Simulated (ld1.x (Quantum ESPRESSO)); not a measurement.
# silicon (Si) PAW: all-electron and pseudo phase curves

Si (Z = 14), PAW, made with ld1.x (Quantum ESPRESSO) 7.5 (BP86, scalar-relativistic). Core [Ne], reference 3s2 3p2. Waves: 3s (bound): rcut 1.10, rcutus 1.45 bohr; 3s channel at -0.45 Ry: rcut 1.10, rcutus 1.45 bohr; 3p (bound): rcut 1.70, rcutus 1.95 bohr; 3p channel at 0.45 Ry: rcut 1.70, rcutus 1.95 bohr. Local part: all-electron potential smoothed inside 1.20 bohr (lloc = -1). Core correction: a·sin(br)/r model core inside 1.25 bohr. Augmentation charge: PSQ, inside the norm-conserving radii.

The phase is arctan(r·u′/u) with u = r·R(r), unwrapped; energies in Ry, scanned from -3 to 5 Ry. A pole is an energy at which the radial function vanishes at the test radius. The pseudo phase is shifted by a multiple of π to meet the all-electron one at the reference energy, and phase errors are pseudo minus all-electron; the curves can meet again beyond the range given. Levels narrower than the energy grid can be missing from the lists of poles.

Problem. For each channel, where are the poles, and over which energies does the pseudopotential scatter like the atom?

Solution.

```
channel  radius (bohr)  reference energy (Ry)  poles, all-electron  poles, pseudo  unbroken range about the reference energy with phases within 0.05 rad  phase error 1 Ry above the reference energy (rad)
      s           2.15                  -0.80                 1.33           1.33                                                        the whole range                                             -0.000
      p           2.15                  -0.31                 2.28           2.28                                                        the whole range                                             -0.000
```

Note: ghost state, extra bound levels that the all-electron valence spectrum of the same l lacks: s at -81.1 eV. A true bound ghost makes a file unfit for plane-wave use.

Phases in the p channel:

```tsv
E (Ry)	all-electron	pseudo
-3.00	1.253	1.252
-2.76	1.234	1.233
-2.52	1.211	1.211
-2.28	1.184	1.184
-2.04	1.151	1.151
-1.80	1.109	1.109
-1.56	1.054	1.054
-1.32	0.980	0.980
-1.08	0.875	0.875
-0.84	0.720	0.719
-0.60	0.477	0.477
-0.36	0.111	0.111
-0.12	-0.339	-0.339
0.12	-0.731	-0.731
0.36	-0.997	-0.997
0.60	-1.168	-1.168
0.84	-1.283	-1.283
1.08	-1.364	-1.364
1.32	-1.424	-1.425
1.56	-1.472	-1.472
1.80	-1.510	-1.510
2.04	-1.542	-1.543
2.28	-1.570	-1.571
2.52	-1.595	-1.597
2.76	-1.619	-1.620
3.00	-1.641	-1.643
3.24	-1.662	-1.665
3.48	-1.684	-1.688
3.72	-1.706	-1.711
3.96	-1.729	-1.737
4.20	-1.754	-1.765
4.44	-1.782	-1.798
4.68	-1.814	-1.837
4.92	-1.851	-1.887
```
